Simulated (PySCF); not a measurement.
**Ionisation energy of Pb⁵⁵⁺ by level of theory**

Pb⁵⁵⁺ [Ar] 3d9 (2D) → Pb⁵⁶⁺ [Ar] 3d8 (3F), as a difference of total energies. Computed with PySCF 2.14 in an uncontracted even-tempered set (17 s from 14 bohr⁻², ratio 2.5; 13 p from 18 bohr⁻², ratio 2.5; 7 d from 18 bohr⁻², ratio 2.5; 4 f from 74 bohr⁻², ratio 2.7; 3 g from 110 bohr⁻², ratio 2.7), with scalar relativity by spin-free X2C-1e. Correlated levels: outer shells: [Ne] frozen; virtual orbitals above 40 to 60 times the deepest correlated orbital energy dropped. The calculations carry no spin-orbit coupling.

| method | ionisation energy (eV) |
| --- | --- |
| UHF | 5600.1 |
| LDA | 5599.6 |
| PBE | 5598.2 |
| PBE0 | 5599.3 |
| r2SCAN | 5598.0 |
| BHandHLYP | 5600.0 |
| BLYP | 5598.0 |
| MP2 (outer shells) | 5601.9 |
| SCS-MP2 (outer shells) | 5601.6 |

Spin-orbit coupling is strong in these open shells (close to jj coupling). The scalar numbers leave it out and a first-order estimate fails, so it can dominate the gap to the real levels.

Breit and QED terms and the two-electron picture change are absent.

For comparison: 5555 ± 5 eV (theoretical estimate listed by NIST; NIST Atomic Spectra Database, ionization energies).
